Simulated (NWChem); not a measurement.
Program: NWChem. System: C4H4N, charge 1, spin multiplicity 1, at the geometry of a parent with another charge or spin, in a state set for the comparison that need not be this species' ground state. Level: RHF/def2-SVPD.

Job file:

```
start mol
memory heap 200 mb stack 900 mb global 1100 mb
charge 1
geometry units angstroms nocenter noautoz
  C      0.680861     0.000000     0.982274
  C      1.058797     0.000000    -0.425940
  N      0.000000     0.000000    -1.243149
  C     -1.058797     0.000000    -0.425940
  C     -0.680861     0.000000     0.982274
  H      1.358610     0.000000     1.835024
  H      2.078533     0.000000    -0.822005
  H     -2.078533     0.000000    -0.822005
  H     -1.358610     0.000000     1.835024
  symmetry group C2v
end
basis spherical
  * library def2-svpd
end
scf
  rhf
  nopen 0
  maxiter 100
  thresh 1e-7
  semidirect memsize 60000000 filesize 0
end
task scf energy
```

Output (cleaned and shortened):

```
             Northwest Computational Chemistry Package (NWChem) 7.3.0
             --------------------------------------------------------

                                NWChem Input Module
                                -------------------

 Scaling coordinates for geometry "geometry" by  1.889725989
 (inverse scale =  0.529177249)

 Turning off AUTOSYM since
 SYMMETRY directive was detected!

                             Geometry "geometry" -> ""
                             -------------------------

 Output coordinates in angstroms (scale by  1.889725989 to convert to a.u.)

  No.       Tag          Charge          X              Y              Z
 ---- ---------------- ---------- -------------- -------------- --------------
    1 C                    6.0000     0.68086100     0.00000000     0.98227400
    2 C                    6.0000     1.05879700     0.00000000    -0.42594000
    3 N                    7.0000     0.00000000     0.00000000    -1.24314900
    4 C                    6.0000    -1.05879700     0.00000000    -0.42594000
    5 C                    6.0000    -0.68086100     0.00000000     0.98227400
    6 H                    1.0000     1.35861000     0.00000000     1.83502400
    7 H                    1.0000     2.07853300     0.00000000    -0.82200500
    8 H                    1.0000    -2.07853300     0.00000000    -0.82200500
    9 H                    1.0000    -1.35861000     0.00000000     1.83502400

 Effective nuclear repulsion energy (a.u.)     151.0468668165

            Nuclear Dipole moment (a.u.)
            ----------------------------
        X                 Y               Z
 ---------------- ---------------- ----------------
    -0.0000000000     0.0000000000     0.0000056692

      Symmetry information
      --------------------

 Group name             C2v
 Group number             16
 Group order               4
 No. of unique centers     5

      Symmetry unique atoms

     1    2    3    6    7


 Summary of "ao basis" -> "" (spherical)
 ------------------------------------------------------------------------------
       Tag                 Description            Shells   Functions and Types
[...]
     9      0.243960  1 C  py                89      0.243960  5 C  py

 Vector   18  Occ=0.000000D+00  E=-2.713249D-01  Symmetry=a2
              MO Center= -6.0D-18,  2.5D-14, -8.3D-02, r^2= 2.7D+00
   Bfn.  Coefficient  Atom+Function         Bfn.  Coefficient  Atom+Function
  ----- ------------  ---------------      ----- ------------  ---------------
    26      0.352997  2 C  py                66     -0.352997  4 C  py
    29      0.280102  2 C  py                69     -0.280102  4 C  py
     6      0.188687  1 C  py                86     -0.188687  5 C  py
     9      0.152809  1 C  py                89     -0.152809  5 C  py

 Vector   19  Occ=0.000000D+00  E=-5.962307D-02  Symmetry=a1
              MO Center= -2.8D-15, -4.8D-17,  3.3D-01, r^2= 1.0D+01
   Bfn.  Coefficient  Atom+Function         Bfn.  Coefficient  Atom+Function
  ----- ------------  ---------------      ----- ------------  ---------------
    44      3.095414  3 N  s                 24     -2.720058  2 C  s
    64     -2.720058  4 C  s                102      2.013799  6 H  s
   126      2.013799  9 H  s                110      1.514546  7 H  s
   118      1.514546  8 H  s                  4     -1.405674  1 C  s
    84     -1.405674  5 C  s                 28     -0.701717  2 C  px

 Vector   20  Occ=0.000000D+00  E=-3.778092D-02  Symmetry=b1
              MO Center= -3.9D-15,  6.7D-16,  2.0D-01, r^2= 1.3D+01
   Bfn.  Coefficient  Atom+Function         Bfn.  Coefficient  Atom+Function
  ----- ------------  ---------------      ----- ------------  ---------------
    24      3.412476  2 C  s                 64     -3.412476  4 C  s
   110     -3.336556  7 H  s                118      3.336556  8 H  s
     4      3.151463  1 C  s                 84     -3.151463  5 C  s
   102     -1.932260  6 H  s                126      1.932260  9 H  s
    23      1.148407  2 C  s                 63     -1.148407  4 C  s

 center of mass
 --------------
 x =   0.00000000 y =   0.00000000 z =  -0.05763511

 moments of inertia (a.u.)
 ------------------
         204.405454465167           0.000000000000           0.000000000000
           0.000000000000         384.600244900686           0.000000000000
           0.000000000000           0.000000000000         180.194790435520

  Mulliken analysis of the total density
  --------------------------------------

    Atom       Charge   Shell Charges
 -----------   ------   -------------------------------------------------------
    1 C    6     6.12   1.99  0.91  0.32  0.00  2.00  0.71  0.04  0.14
    2 C    6     5.09   1.99  1.00 -0.01 -0.07  1.82  0.33  0.07 -0.03
    3 N    7     7.93   1.99  1.02  0.71  0.30  2.32  1.50  0.04  0.07
    4 C    6     5.09   1.99  1.00 -0.01 -0.07  1.82  0.33  0.07 -0.03
    5 C    6     6.12   1.99  0.91  0.32  0.00  2.00  0.71  0.04  0.14
    6 H    1     0.89   0.73  0.07  0.03  0.06
    7 H    1     0.94   0.73  0.16  0.03  0.02
    8 H    1     0.94   0.73  0.16  0.03  0.02
    9 H    1     0.89   0.73  0.07  0.03  0.06

       Multipole analysis of the density wrt the origin
       ------------------------------------------------

     L   x y z        total         open         nuclear
     -   - - -        -----         ----         -------
     0   0 0 0      1.000000      0.000000     35.000000

     1   1 0 0     -0.000000      0.000000     -0.000000
     1   0 1 0     -0.000000      0.000000      0.000000
     1   0 0 1      0.824694      0.000000      0.000006

     2   2 0 0     -8.780220      0.000000    111.944705
     2   1 1 0      0.000000      0.000000      0.000000
     2   1 0 1      0.000000      0.000000      0.000000
     2   0 2 0    -20.752078      0.000000      0.000000
     2   0 1 1     -0.000000      0.000000      0.000000
     2   0 0 2    -18.748096      0.000000    116.628788

 Task  times  cpu:        2.4s     wall:        2.4s

 Total times  cpu:        2.4s     wall:        2.4s
```
